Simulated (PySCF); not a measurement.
# Correlation energy of Nb (niobium, neutral)

[Kr] 4d4 5s1, high-spin 6D determinant. All numbers are calculated (PySCF 2.14, the spin-free X2C one-electron Hamiltonian (Gaussian nucleus), in x2c-TZVPPall with one added diffuse shell each of s, p, d, f type (9s7p7d3f1g, 95 functions)). Frozen: [Kr]; 5 electrons correlated.

| level | correlation energy (mhartree) |
| --- | --- |
| CCSD | -60.15 |
| (T) | -1.73 |
| CCSD(T) | -61.88 |

Diagnostics: T1 = 0.011, D1 = 0.0266, largest double amplitude 0.024.

Cost of the coupled-cluster step: about 11 core-seconds, for 5 correlated electrons.

Iterations:

```
CC2 = 0
CCSD nocc = (np.int64(5), np.int64(0)), nmo = (77, 77)
frozen orbitals [[0, 1, 2, 3, 4, 5, 6, 7, 8, 9, 10, 11, 12, 13, 14, 15, 16, 17], [0, 1, 2, 3, 4, 5, 6, 7, 8, 9, 10, 11, 12, 13, 14, 15, 16, 17]]
max_cycle = 100
direct = 0
conv_tol = 1e-08
conv_tol_normt = 1e-06
diis_space = 8
diis_start_cycle = 0
Init t2, MP2 energy = -0.0514805061885313
Init E_corr(UCCSD) = -0.0514805061959593
cycle = 1  E_corr(UCCSD) = -0.0582006964939  dE = -0.0067201903  norm(t1,t2) = 0.0341404
cycle = 2  E_corr(UCCSD) = -0.0594423137435875  dE = -0.00124161725  norm(t1,t2) = 0.0146843
cycle = 3  E_corr(UCCSD) = -0.0601912659699797  dE = -0.000748952226  norm(t1,t2) = 0.00780385
cycle = 4  E_corr(UCCSD) = -0.0601341937943035  dE = 5.70721757e-05  norm(t1,t2) = 0.00126136
cycle = 5  E_corr(UCCSD) = -0.0601471115225993  dE = -1.29177283e-05  norm(t1,t2) = 0.000404851
cycle = 6  E_corr(UCCSD) = -0.0601478075831247  dE = -6.96060525e-07  norm(t1,t2) = 0.000132174
cycle = 7  E_corr(UCCSD) = -0.0601477888503839  dE = 1.87327408e-08  norm(t1,t2) = 5.08245e-05
cycle = 8  E_corr(UCCSD) = -0.0601478970985315  dE = -1.08248148e-07  norm(t1,t2) = 1.54696e-05
cycle = 9  E_corr(UCCSD) = -0.0601478107164224  dE = 8.63821091e-08  norm(t1,t2) = 5.49173e-06
cycle = 10  E_corr(UCCSD) = -0.0601478049333719  dE = 5.78305045e-09  norm(t1,t2) = 1.87454e-06
cycle = 11  E_corr(UCCSD) = -0.0601477918986764  dE = 1.30346955e-08  norm(t1,t2) = 8.26351e-07
cycle = 12  E_corr(UCCSD) = -0.0601478000382056  dE = -8.13952922e-09  norm(t1,t2) = 2.96517e-07
UCCSD converged
E(UCCSD) = -3817.295856448053  E_corr = -0.06014780003820562
UCCSD(T) correction = -0.0017327776589452
```
